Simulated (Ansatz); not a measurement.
Gas-phase reaction (SMILES): OB(O)Br -> [O-]B(O)Br + H+; deprotonation at the site shown.

Geometries: B3LYP-D3(BJ)/def2-TZVP minima from Ansatz (an electronic-structure program), one conformer each, not searched for the lowest. Valence correlation only, unless marked. No spin-orbit coupling. The frozen core is the preceding noble-gas configuration, with the filled d and f shells of earlier blocks. No relativistic terms. Basis-set limits of correlation are two-point, X^-3; Hartree-Fock from the larger set. Anions need diffuse functions, of which def2-TZVPD holds fewer than the aug- sets. Thermal terms are rigid-rotor harmonic-oscillator values from B3LYP-D3(BJ) frequencies (Ansatz) at 298.15 K and 1 atm. 1 Eh = 627.5095 kcal/mol. The proton has no electrons: its energy is zero and its thermal terms are those of translation.

```csv
species,"E, CCSD(T)/CBS(aug-cc-pVTZ,aug-cc-pVQZ) (Ansatz) (Eh)","E, wB97M-V/def2-TZVPD (Ansatz) (Eh)",H - E (Eh)
OB(O)Br,-2749.17277,-2750.69202,0.04011
[O-]B(O)Br,-2748.61930,-2750.14227,0.02730
H+,0.00000,0.00000,0.00236
```

Task: Work out ΔE and ΔH at 298.15 K at the first level, then ΔH at the second.

Result: 
1. ΔE = [(-2748.61930) + (0.00000)] - [(-2749.17277)] = 0.55347 Eh = 347.3 kcal/mol at CCSD(T)/CBS(aug-cc-pVTZ,aug-cc-pVQZ).
2. The terms H - E add up to -0.01045 Eh, so ΔH = (0.55347 + (-0.01045))×627.5095 = 340.8 kcal/mol.
3. At wB97M-V/def2-TZVPD the same steps give ΔE = 345.0 and ΔH = 338.4 kcal/mol, a shift of -2.4 from the first level.
4. These values are not checked against measurement here, since the tables used lack a sound gas-phase enthalpy of formation for at least one species, or one in the same ion convention.
